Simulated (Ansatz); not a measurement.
Input for Ansatz (a quantum-chemistry and plane-wave program): R-CCSD(T)/def2-TZVPP on BiH3Te2 (SMILES [TeH][BiH][TeH]), a point of a torsion scan. Elements past Kr take the def2 small-core potentials; no spin–orbit coupling. The run froze 27 orbitals, filled d shells among them.

Ansatz 0.2 input:
```yaml
crystal:
  periodic: [false, false, false]
  atoms:
    - {symbol: Te, position_ang: [-2.35351704, 0.58171825, 1.40422461]}
    - {symbol: Bi, position_ang: [0.32812792, 0.81721387, 0.59680902]}
    - {symbol: Te, position_ang: [1.26603870, -0.40029585, 2.94205688]}
    - {symbol: H, position_ang: [-2.91205907, 1.30314085, 0.02079540]}
    - {symbol: H, position_ang: [0.31378867, -0.81906207, -0.15486194]}
    - {symbol: H, position_ang: [1.89618787, 1.02715330, 3.50349904]}
basis:
  gaussian:
    orbitals: def2-TZVPP
magnetization: {spin_polarized: false}
correlation: {method: ccsd_t, electrons: outside_noble_gas}
scf: {lower_state_search: off}
```

The head of its log:

```
WARN ansatz: RAYON_NUM_THREADS=1 ignored (pool sized by the plan → 1); use --threads N
Functional definition: HF
these checks for a lower state are left out or cut short: stability, starts, cluster_reference, orbital_swaps, neighbouring_geometries, increment
integrals: 0.75 GiB planned
1648 factors; integrals over basis functions are off by at most 7.1e-4 eV
mean field: 0.81 GiB planned
mean field evaluation 1: about -20389.5073 eV, gradient 1.5e1 eV
mean field evaluation 2: about -20389.6087 eV, gradient 1.5e1 eV
mean field evaluation 4: about -20390.7687 eV, gradient 2.5e0 eV
mean field evaluation 8: about -20390.8112 eV, gradient 2.7e-1 eV
mean field -20390.81171179 eV, -749.3485090198 hartree, gradient 1.7e-6 eV, S^2 0.000000; 0 other end points of the search recorded, 0 dependent functions left out
27 core orbitals not correlated
reference -20390.81171179 eV, -749.3485090198 hartree; 10, 10 occupied and 155, 155 virtual orbitals, 1648 factors
```

Question: Give the final energy of this run.

Answer: -749.7987 hartree (reference determinant -749.3485, T1 diagnostic 0.014).
